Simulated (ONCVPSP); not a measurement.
**Potentials for Pt compared**

Generated with ld1.x 7.5 (TM, RRKJ, ultrasoft, PAW), atompaw 4.2 or ONCVPSP 4.0.1. The cutoff is in Ry: for ld1.x and atompaw files where the sum of valence levels is converged to 10 mRy in a Bessel basis, for ONCV files where the hardest occupied wave has 1 mHa per electron of residual kinetic energy. The error is the largest all-electron minus pseudo excitation energy over each file’s own four to seven test configurations (ionisations up to +4, promotions, holes and added fractions of an electron), all of which were solved. The labels leave out finer settings (local radius, basis sizes, second energies), which also bear on the numbers. Spin-polarised tests are not counted. The rows are a selection from randomly drawn settings: files with unsolved tests, undetermined cutoffs or missed reference levels are left out.

A true bound ghost makes a file unfit for plane-wave use even where its test errors are small: the radial tests pick states by their node count and pass the ghost by.

```tsv
potential	cutoff (Ry)	largest error (meV)	bound ghosts
ONCV, PBE, scalar-relativistic, rc 1.65/1.50/2.30/0.90 (spdf), local f, core correction yes, reference 4f14 5s2 5p6 5d9.5 6s0.5, qcut 7.2/9.8/6/23.1, projectors 3/3/3/0	424	+3.5	s, p, d
ONCV, PBE, fully relativistic, rc 2.25/2.30/2.00 (spd), local smoothed, core correction yes, reference 5d9.5 6s0.5, qcut 2.3/3.4/9.5, projectors 3/2/1	43	-27	s, p3/2
ONCV, PBEsol, scalar-relativistic, rc 1.65/1.05/2.25/0.70 (spdf), local smoothed, core correction no, reference 4f14 5s2 5p6 5d9 6s1, qcut 5.8/7.2/7.6/21.5, projectors 2/1/2/3	465	-7.3	s, p
ONCV, PBE, non-relativistic, rc 1.60/1.75/1.50 (spd), local d, core correction no, reference 5s2 5p6 5d9 6p1, qcut 8.5/6.2/6, projectors 2/2/0	49	+1.2	none
ONCV, PBE, scalar-relativistic, rc 1.55/1.60/1.55 (spd), local smoothed, core correction yes, reference 5s2 5p6 5d9.5 6s0.5, qcut 5.6/7.2/4.6, projectors 2/1/2	114	-18	none
```

Q: Fill in the row for Pt: ONCV, PBE, scalar-relativistic, rc 1.05/1.05/1.05 (spd), local d, core correction yes, reference 5s2 5p6 5d9, qcut 6.8/7.7/10.4, projectors 2/2/0.

A: cutoff 319 Ry, largest error +3.9 meV, bound ghosts: none.

Q: Fill in the row for Pt: ONCV, LDA (Perdew-Wang 92), scalar-relativistic, rc 2.55/1.05/1.50 (spd), local smoothed, core correction yes, reference 5p6 5d9 6s1, qcut 2.3/6.9/7.6, projectors 2/3/3.

A: cutoff 316 Ry, largest error -113 meV, bound ghosts: s, p.
